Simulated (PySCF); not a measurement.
# How methods differ on the excitation energy of Mg

Mg [Ne] 3s2 (1S) → Mg [Ne] 3s1 3p1 (3P), as a difference of total energies. Calculation: PySCF 2.14, in x2c-TZVPPall; the spin-free X2C one-electron Hamiltonian (Gaussian nucleus). Correlated levels: valence and next inner shell: 1s2 frozen. The calculations carry no spin-orbit coupling.

| method | excitation energy (eV) |
| --- | --- |
| UHF | 1.831 |
| MP2 (valence and next inner shell) | 2.474 |
| SCS-MP2 (valence and next inner shell) | 2.603 |
| CCSD (valence and next inner shell) | 2.665 |
| CCSD(T) (valence and next inner shell) | 2.687 |

Problem. How much does correlation contribute at CCSD(T) (valence and next inner shell)?

Solution. 2.687 − (1.831) = 0.856 eV, measured against UHF.

Errors of the correlated levels include the incompleteness of this basis and the frozen core.

The basis was made for the ground configuration and has no added diffuse functions, so the excitation energy can come out too high.

For comparison: 2.714 eV (measured; NIST levels, between the centres of gravity of the two terms).
